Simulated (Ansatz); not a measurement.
Consider the formal exchange of groups at a C–B bond: `C#CB(C)F` + `[OH][GeH3]` → `C#[C][GeH2][OH]` + `CBF`.

Computed with Ansatz on PBE0-D4/def2-TZVP structures; ΔE is electronic, products minus reactants. CCSD(T)/CBS adds triple-zeta CCSD(T) − MP2 to the extrapolated MP2 energy (def2 sets, frozen cores). This one scheme is used for every species. Functionals use def2-TZVPP. HSE06 is defined as in plane-wave codes. For Ge outer-core shells are correlated without core-valence functions, which leaves a few kJ/mol of doubt a bond. Scalar relativity is left out up to krypton. One conformer a species, not always the lowest.

| level | ΔE (kcal/mol) | difference from CCSD(T)/CBS |
| --- | --- | --- |
| LDA (SPW92) | 10.7 | 4.1 |
| revPBE-D4 | 9.2 | 2.6 |
| BLYP-D4 | 9.0 | 2.4 |
| PBE0-D4 | 8.6 | 2.0 |
| ωB97X-V | 7.3 | 0.7 |
| ωB97M-V | 7.7 | 1.1 |
| HSE06 | 8.6 | 2.0 |
| MP2/def2-SVP | 8.2 | 1.6 |
| SCS-MP2/def2-TZVPP | 5.4 | -1.2 |
| CCSD/def2-TZVPP | 6.0 | -0.6 |
| CCSD(T)/CBS | 6.6 | 0 |

Largest T1 diagnostic among the species: 0.013.

At CCSD(T), def2-SVP lies +2.0 kcal/mol from the extrapolated value and def2-TZVPP −0.5 kcal/mol. Leaving LDA and LC-ωPBE aside and taking each functional with its dispersion term where it has one, the values, not all of them listed here, spread over 3.5 kcal/mol, from PBE-QIDH to B97M-V. LDA lies +1.4 kcal/mol from PBE without D4.
